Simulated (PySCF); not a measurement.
Spinor energies of Cr²⁺ (chromium, charge +2)

Start: [Ar] 3d3 4p1; 3d5/2 filled at m_j = +1/2, +3/2, +5/2; 4p3/2 filled at m_j = +3/2. Calculated with PySCF 2.14 in x2c-SVPall-2c with one added diffuse shell each of s, d type (6s5p4d1f, 48 functions): generalised Hartree-Fock with the X2C-1e Hamiltonian and a Gaussian nucleus; one run each with spin-orbit coupling (SO) switched off, then screened by Boettger's factors. This is a chosen level, not necessarily the ground level.

```json
{"spinor shell": "1s1/2", "electrons": "2", "ε, spin-free (eV)": "-6074.8", "ε, screened SO (eV)": "-6074.8", "weight of nominal j (screened SO)": "1.000", "rms radius, screened SO (bohr)": "0.0735"}
{"spinor shell": "2s1/2", "electrons": "2", "ε, spin-free (eV)": "-758.28", "ε, screened SO (eV)": "-758.28", "weight of nominal j (screened SO)": "1.000", "rms radius, screened SO (bohr)": "0.316"}
{"spinor shell": "2p1/2", "electrons": "2", "ε, spin-free (eV)": "-639.82", "ε, screened SO (eV)": "-645.59", "weight of nominal j (screened SO)": "0.992", "rms radius, screened SO (bohr)": "0.285"}
{"spinor shell": "3s1/2", "electrons": "2", "ε, spin-free (eV)": "-123.41", "ε, screened SO (eV)": "-123.42", "weight of nominal j (screened SO)": "1.000", "rms radius, screened SO (bohr)": "0.959"}
{"spinor shell": "3p3/2", "electrons": "4", "ε, spin-free (eV)": "-87.812", "ε, screened SO (eV)": "-88.453", "weight of nominal j (screened SO)": "0.835", "rms radius, screened SO (bohr)": "1.03"}
{"spinor shell": "3p1/2", "electrons": "2", "ε, spin-free (eV)": "-87.812", "ε, screened SO (eV)": "-86.549", "weight of nominal j (screened SO)": "0.671", "rms radius, screened SO (bohr)": "1.03"}
{"spinor shell": "3d5/2", "electrons": "3", "ε, spin-free (eV)": "-41.815", "ε, screened SO (eV)": "-41.799", "weight of nominal j (screened SO)": "0.790", "rms radius, screened SO (bohr)": "1.22"}
{"spinor shell": "4p3/2", "electrons": "1", "ε, spin-free (eV)": "-18.621", "ε, screened SO (eV)": "-18.596", "weight of nominal j (screened SO)": "1.000", "rms radius, screened SO (bohr)": "3.32"}
```

**Question.** Where does 2p3/2 lie, and what is the 2p spin-orbit splitting (screened SO)?

**Answer.** At -636.99 eV, 8.602 eV above 2p1/2.

```csv
quantity,spin-free,screened SO
E (hartree),-1048.29732,-1048.30267
M_J,6,6
⟨J²⟩,42.004,42.004
⟨L²⟩,20.004,20.010
⟨S²⟩,6.000,5.998
```

Each row is a mean over spinors that exchange with the open shell spreads, by up to 11.577 eV (3p3/2).

Rows whose weight is well below 1 are mixtures of j = l ± 1/2: exchange outweighs spin-orbit coupling there, and the label is only the starting occupation.

Without spin-orbit coupling the j labels of p, d and f shells carry no meaning; the spin-free column gives the mean over the occupied spinors of each nl shell.
